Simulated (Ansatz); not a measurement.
`[SH][Ga]([Cl])[Cl]` + CH₃SH → `C[S][Ga]([Cl])[Cl]` + H₂S  (ligand exchange at a Ga–S bond)

Isolated molecules relaxed with PBE0-D4/def2-TZVP in Ansatz; ΔE leaves out vibrations. CBS: MP2 limit from def2 TZ/QZ plus the TZ coupled-cluster correction, frozen cores. This one scheme is used for every species. DFT in def2-TZVPP. B3LYP here is the variant with VWN-RPA as its local correlation; programs differ in this. HSE06 is defined as in plane-wave codes. For Ga outer-core shells are correlated without core-valence functions, which leaves a few kJ/mol of doubt a bond. Scalar relativity is left out up to krypton. Each species was taken in one conformer, which may not be the lowest.

`[SH][Ga]([Cl])[Cl]`:

Cartesian coordinates in Å:
```
S 0.993 1.425 0.210
Ga 0.038 -0.517 -0.003
Cl 1.180 -2.295 0.175
Cl -2.046 -0.690 -0.391
H -0.165 2.077 0.008
```

CH₃SH:

Z-matrix (Å, degrees):
```
C
S 1 1.806
H 1 1.089 2 111.5
H 1 1.089 2 111.5 3 -123.8
H 1 1.090 2 106.2 3 118.1
H 2 1.342 1 97.1 3 61.9
```

`C[S][Ga]([Cl])[Cl]`:

Cartesian coordinates in Å:
```
C -0.219 -0.131 -1.421
S 0.775 1.020 -0.421
Ga 0.366 0.300 1.583
Cl 1.233 1.220 3.288
Cl -0.929 -1.366 1.901
H -1.277 -0.053 -1.180
H 0.116 -1.158 -1.292
H -0.065 0.168 -2.457
```

H₂S:

Cartesian coordinates in Å:
```
S -0.570 -0.029 0.242
H 0.190 0.971 -0.230
H 0.380 -0.942 -0.012
```

```json
{"level": "LDA (SPW92)", "ΔE (kJ/mol)": "-1.0", "difference from CCSD(T)/CBS": "0.5"}
{"level": "revPBE-D4", "ΔE (kJ/mol)": "-2.4", "difference from CCSD(T)/CBS": "-0.9"}
{"level": "B3LYP-D4", "ΔE (kJ/mol)": "-1.6", "difference from CCSD(T)/CBS": "-0.1"}
{"level": "r2SCANh-D4", "ΔE (kJ/mol)": "0.3", "difference from CCSD(T)/CBS": "1.8"}
{"level": "HSE06-D4", "ΔE (kJ/mol)": "0.4", "difference from CCSD(T)/CBS": "1.9"}
{"level": "ωB97X-V", "ΔE (kJ/mol)": "1.5", "difference from CCSD(T)/CBS": "3.0"}
{"level": "BLYP", "ΔE (kJ/mol)": "3.1", "difference from CCSD(T)/CBS": "4.6"}
{"level": "PBE0", "ΔE (kJ/mol)": "3.4", "difference from CCSD(T)/CBS": "4.9"}
{"level": "r2SCANh", "ΔE (kJ/mol)": "1.5", "difference from CCSD(T)/CBS": "3.0"}
{"level": "HSE06", "ΔE (kJ/mol)": "3.4", "difference from CCSD(T)/CBS": "4.9"}
{"level": "BHLYP", "ΔE (kJ/mol)": "4.7", "difference from CCSD(T)/CBS": "6.2"}
{"level": "CCSD/def2-SVP", "ΔE (kJ/mol)": "2.6", "difference from CCSD(T)/CBS": "4.1"}
{"level": "HF/def2-TZVPP", "ΔE (kJ/mol)": "7.3", "difference from CCSD(T)/CBS": "8.8"}
{"level": "SCS-MP2/def2-TZVPP", "ΔE (kJ/mol)": "0.6", "difference from CCSD(T)/CBS": "2.1"}
{"level": "CCSD/def2-TZVPP", "ΔE (kJ/mol)": "1.3", "difference from CCSD(T)/CBS": "2.8"}
{"level": "CCSD(T)/def2-TZVPP", "ΔE (kJ/mol)": "-0.1", "difference from CCSD(T)/CBS": "1.4"}
{"level": "CCSD(T)/CBS", "ΔE (kJ/mol)": "-1.5", "difference from CCSD(T)/CBS": "0"}
```

Largest T1 diagnostic among the species: 0.011.

Leaving LDA and LC-ωPBE aside and taking each functional with its dispersion term where it has one, the values, not all of them listed here, spread over 5.4 kJ/mol, from BLYP-D4 to PBE-QIDH. In def2-TZVPP, CCSD(T) changes the Hartree–Fock value by −7.4 kJ/mol (the triples alone add −1.4 kJ/mol) and MP2 by −8.3 kJ/mol.
